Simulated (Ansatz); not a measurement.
Species: sum formula SiH2Br, charge -1, multiplicity 1. It need not be the lowest isomer of its formula. Whether it binds its extra electron was not tested at this geometry. 
Coordinates optimised at B3LYP-D3(BJ)/def2-TZVP (Ansatz, a quantum-chemistry and plane-wave program):
```
Si
H 1 1.5366
H 1 1.5366 2 92.30
Br 1 2.4826 2 93.85 3 -94.01
```
Charge -1, spin multiplicity 1.

Basis-set convergence of Hartree-Fock and MP2 correlation energies (hartree) with Ansatz. Valence correlation only, unless marked. Spin-orbit coupling is left out. The frozen core is the preceding noble-gas configuration, with the filled d and f shells of earlier blocks. No relativistic terms. This anion needs diffuse functions, which these sets lack.

```json
[
 {"basis": "def2-SVP", "functions": "60", "E(HF)": "-2862.13790", "E(corr, MP2)": "-0.22183"},
 {"basis": "def2-TZVPP", "functions": "118", "E(HF)": "-2862.55976", "E(corr, MP2)": "-0.29608"},
 {"basis": "def2-QZVPP", "functions": "219", "E(HF)": "[?]", "E(corr, MP2)": "[?]"}
]
```

Task: Complete the blanks.

Result: 
- def2-QZVPP, E(HF): -2862.61932
- def2-QZVPP, E(corr, MP2): -0.32499
